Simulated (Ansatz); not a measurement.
Input for Ansatz (a quantum-chemistry and plane-wave program): U-CCSD(T)/def2-TZVPP on RhF, 2S+1 = 3, a spin state set in the input, which need not be the lowest, a point of a bond scan (R = 1.937 Å). Elements past Kr take the def2 small-core potentials; no spin–orbit coupling.

Ansatz 0.2 input:
```yaml
crystal:
  periodic: [false, false, false]
  atoms:
    - {symbol: Rh, position_ang: [0.00000000, 0.00000000, 0.00000000]}
    - {symbol: F, position_ang: [0.00000000, 0.00000000, 1.93743600]}
basis:
  gaussian:
    orbitals: def2-TZVPP
    pivot_positions_ang: [[0.00000000, 0.00000000, 0.00000000], [0.00000000, 0.00000000, 1.93743600]]
magnetization: {spin_polarized: true, initial_magnetization: 2}
correlation: {method: ccsd_t, electrons: valence}
output: {orbitals: {seedname: ./end}}
```

It printed:

```
WARN ansatz: RAYON_NUM_THREADS=2 ignored (pool sized by the plan → 2); use --threads N
Functional definition: HF
integrals: 0.12 GiB planned
654 factors; integrals over basis functions are off by at most 4.1e-4 eV
mean field: 0.18 GiB planned
mean field evaluation 1: about -5690.5521 eV, gradient 2.6e1 eV
mean field evaluation 2: about -5690.5542 eV, gradient 2.6e1 eV
mean field evaluation 4: about -5692.8611 eV, gradient 2.8e0 eV
mean field evaluation 8: about -5693.1466 eV, gradient 8.6e-1 eV
mean field evaluation 16: about -5693.3338 eV, gradient 1.3e-1 eV
mean field evaluation 32: about -5693.4302 eV, gradient 3.4e-2 eV
mean field evaluation 64: about -5692.9393 eV, gradient 8.5e0 eV
mean field evaluation 96: about -5693.3339 eV, gradient 5.7e-5 eV
mean field evaluation 128: about -5691.7772 eV, gradient 1.2e1 eV
mean field evaluation 160: about -5686.3357 eV, gradient 3.2e1 eV
mean field evaluation 192: about -5692.8775 eV, gradient 9.9e-1 eV
mean field evaluation 224: about -5693.4300 eV, gradient 1.2e-1 eV
mean field evaluation 256: about -5690.5044 eV, gradient 7.5e0 eV
mean field evaluation 288: about -5693.3320 eV, gradient 1.4e-1 eV
mean field evaluation 320: about -5692.8703 eV, gradient 1.5e0 eV
mean field evaluation 352: about -5689.2626 eV, gradient 1.0e1 eV
mean field evaluation 384: about -5693.0339 eV, gradient 1.0e0 eV
mean field evaluation 416: about -5693.3118 eV, gradient 2.9e0 eV
mean field evaluation 448: about -5692.9687 eV, gradient 2.3e0 eV
mean field evaluation 480: about -5691.1053 eV, gradient 1.5e-2 eV
mean field evaluation 512: about -5691.4849 eV, gradient 2.6e-3 eV
mean field evaluation 544: about -5691.1756 eV, gradient 1.3e1 eV
mean field evaluation 576: about -5690.5841 eV, gradient 5.1e0 eV
mean field evaluation 608: about -5692.7944 eV, gradient 3.1e-2 eV
mean field evaluation 640: about -5692.3092 eV, gradient 4.7e0 eV
mean field evaluation 672: about -5690.8143 eV, gradient 2.3e-4 eV
mean field evaluation 704: about -5691.6853 eV, gradient 2.5e0 eV
mean field evaluation 736: about -5691.6425 eV, gradient 4.3e-1 eV
mean field evaluation 768: about -5691.5176 eV, gradient 2.3e-1 eV
mean field evaluation 800: about -5693.4050 eV, gradient 1.2e0 eV
mean field evaluation 832: about -5693.0833 eV, gradient 1.2e-1 eV
mean field evaluation 864: about -5692.7811 eV, gradient 7.2e-1 eV
mean field evaluation 896: about -5692.7944 eV, gradient 7.8e-4 eV
mean field evaluation 928: about -5693.3338 eV, gradient 1.3e-1 eV
mean field evaluation 960: about -5691.6210 eV, gradient 4.3e-1 eV
mean field evaluation 992: about -5691.5851 eV, gradient 2.0e0 eV
mean field evaluation 1024: about -5691.8265 eV, gradient 2.1e-2 eV
mean field evaluation 1056: about -5692.5754 eV, gradient 7.7e-1 eV
mean field evaluation 1088: about -5691.9775 eV, gradient 4.6e0 eV
mean field evaluation 1120: about -5692.3340 eV, gradient 7.9e-1 eV
mean field evaluation 1152: about -5692.3211 eV, gradient 9.9e-1 eV
mean field evaluation 1184: about -5691.4596 eV, gradient 1.5e-3 eV
mean field evaluation 1216: about -5691.4849 eV, gradient 2.0e-3 eV
mean field evaluation 1248: about -5690.3644 eV, gradient 1.4e1 eV
mean field evaluation 1280: about -5691.2570 eV, gradient 1.5e-1 eV
mean field evaluation 1312: about -5690.4964 eV, gradient 2.3e1 eV
mean field evaluation 1344: about -5690.0676 eV, gradient 2.1e1 eV
mean field evaluation 1376: about -5692.3299 eV, gradient 1.4e0 eV
mean field evaluation 1408: about -5693.3337 eV, gradient 3.6e-2 eV
mean field evaluation 1440: about -5692.7944 eV, gradient 2.7e-3 eV
mean field evaluation 1472: about -5692.0845 eV, gradient 4.2e0 eV
mean field evaluation 1504: about -5693.4302 eV, gradient 5.8e-4 eV
mean field evaluation 1536: about -5693.4302 eV, gradient 7.8e-3 eV
mean field evaluation 1568: about -5690.7689 eV, gradient 1.2e1 eV
mean field evaluation 1600: about -5692.3563 eV, gradient 6.1e-1 eV
mean field evaluation 1632: about -5691.2590 eV, gradient 4.2e-4 eV
mean field evaluation 1664: about -5689.8663 eV, gradient 2.5e0 eV
mean field evaluation 1696: about -5688.8015 eV, gradient 4.1e-1 eV
mean field evaluation 1728: about -5688.6997 eV, gradient 3.1e-2 eV
mean field evaluation 1760: about -5692.3398 eV, gradient 7.9e-1 eV
mean field evaluation 1792: about -5691.4849 eV, gradient 6.4e-4 eV
mean field -5693.43021807 eV, -209.2297013683 hartree, gradient 6.3e-7 eV, S^2 2.007064; 31 other end points of the search recorded, 0 dependent functions left out
determinant -5693.43021807 eV, -209.2297013683 hartree, with singles and doubles -5714.85605358 eV, -210.0170863003 hartree
determinant -5693.33391231 eV, -209.2261621971 hartree, with singles and doubles -5714.82200389 eV, -210.0158349975 hartree
determinant -5693.08383387 eV, -209.2169719840 hartree, with singles and doubles -5714.66313091 eV, -210.0099965230 hartree
determinant -5692.79436039 eV, -209.2063340299 hartree, with singles and doubles -5714.39347545 eV, -210.0000868678 hartree
determinant -5692.40292999 eV, -209.1919492277 hartree, with singles and doubles -5714.14840485 eV, -209.9910806893 hartree
determinant -5691.82654371 eV, -209.1707674228 hartree, with singles and doubles -5712.61940376 eV, -209.9348909357 hartree
determinant -5691.81061247 eV, -209.1701819603 hartree, with singles and doubles -5713.32624778 eV, -209.9608669742 hartree
determinant -5691.51869847 eV, -209.1594543188 hartree, with singles and doubles -5712.48534559 eV, -209.9299643887 hartree
determinant -5691.48491090 eV, -209.1582126487 hartree, with singles and doubles -5712.44948178 eV, -209.9286464180 hartree
determinant -5691.45956926 eV, -209.1572813606 hartree, with singles and doubles -5712.81358161 eV, -209.9420268399 hartree
determinant -5691.25898851 eV, -209.1499101538 hartree, with singles and doubles -5712.40039930 eV, -209.9268426703 hartree
determinant -5691.19347367 eV, -209.1475025279 hartree, with singles and doubles -5712.30788433 eV, -209.9234428077 hartree
determinant -5691.10524249 eV, -209.1442600918 hartree, with singles and doubles -5712.27548662 eV, -209.9222522139 hartree
determinant -5690.81432538 eV, -209.1335690852 hartree, with singles and doubles -5711.64171906 eV, -209.8989616856 hartree
determinant -5693.43021807 eV, -209.2297013683 hartree, with singles and doubles -5714.86972972 eV, -210.0175888893 hartree
determinant -5693.33391231 eV, -209.2261621971 hartree, with singles and doubles -5714.84102393 eV, -210.0165339712 hartree
determinant -5693.08383387 eV, -209.2169719840 hartree, with singles and doubles -5714.67956665 eV, -210.0106005253 hartree
determinant -5692.79436039 eV, -209.2063340299 hartree, with singles and doubles -5714.41031453 eV, -210.0007056927 hartree
1 core orbitals not correlated
reference -5693.43021807 eV, -209.2297013683 hartree; 13, 11 occupied and 73, 75 virtual orbitals, 654 factors
second order -21.68294127 eV of doubles, -0.00000000 eV of singles
coupled cluster: 0.50 GiB planned
cycle   1  -21.43950912 eV  change    2.5e-6 eV  update   1.6e-6
perturbative correction -0.67291102 eV, -0.0247290239 hartree
Total energy: -5715.54263821 eV, -210.0423178203 hartree
```

The run converged.

Cost: very roughly 5 core-minutes.
